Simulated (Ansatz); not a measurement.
Reactions of `CCC=CBr`.

Calculated with Ansatz (gas phase, PBE0-D4/def2-TZVP geometries, no zero-point term in ΔE). CCSD(T)/CBS is the MP2 limit (def2-TZVPP, def2-QZVPP) plus CCSD(T) − MP2 in def2-TZVPP, frozen cores. This one scheme is used for every species. Double bonds are as drawn, so ΔE can hold a change between cis and trans. Functionals use def2-TZVPP. def2 core potentials past Kr. For Br, I outer-core shells are correlated without core-valence functions, which leaves a few kJ/mol of doubt a bond. Scalar relativity is left out up to krypton. Each species was taken in one conformer, which may not be the lowest.

| reaction | CCSD(T)/CBS(def2) (kJ/mol) |
| --- | --- |
| `CC/C=C\Br` + `CC(C)C` → `CCCC(C)C` + `C=CBr` | 16 |
| `CC/C=C\Br` + HBr → `Br/C=C\Br` + `CC` | ? |
| `CC/C=C\Br` + `OBS` → `CCOBS` + `C=CBr` | 51 |
| `CC/C=C\Br` + HI → `Br/C=C/I` + `CC` | 18 |

Question: Fill in the missing values. (Best estimate.)

Answer: The calculation gave: `CC/C=C\Br` + HBr → `Br/C=C\Br` + `CC`: +31.3 kJ/mol.

Largest T1 diagnostic: 0.013, for `OBS`.
